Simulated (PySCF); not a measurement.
Species: sum formula Si₂N₂H₈ (charge 0, singlet). 
Coordinates optimised at B3LYP-D3(BJ)/def2-TZVP (Ansatz):
```xyz
12

N      2.2216     0.9187    -0.0011
Si     1.0984    -0.3576    -0.2317
N     -0.3869     0.0113     0.5648
Si    -2.0129    -0.1240    -0.0083
H      2.0493     1.8538    -0.3341
H      3.2059     0.7277     0.0922
H      1.7970    -1.5497     0.3087
H      0.6933    -0.6302    -1.6328
H     -0.2888     0.2867     1.5341
H     -1.9949    -0.0504    -1.4854
H     -2.8255     0.9869     0.5454
H     -2.6764    -1.3935     0.3853
```
Charge 0, spin multiplicity 1.

Dispersion corrections to the total energy (kcal/mol) from the dftd3 and dftd4 libraries through PySCF: D3(BJ) without and D4 with the three-body term, each with the damping fitted for the functional named.

| functional | D3(BJ) | D4 |
|---|---|---|
| PBE0 | -5.21 | -4.89 |
| HSE06 | -4.14 | ? |
| BLYP | ? | -12.67 |
| revPBE | -14.43 | -17.35 |
| TPSSh | ? | -7.06 |
| PBE | -5.88 | -5.78 |
| LC-wPBE | -5.79 | -6.45 |

**Question.** Some entries are withheld; supply them.

**Answer.** 
- HSE06, D4: -4.56
- BLYP, D3(BJ): -12.76
- TPSSh, D3(BJ): -6.96
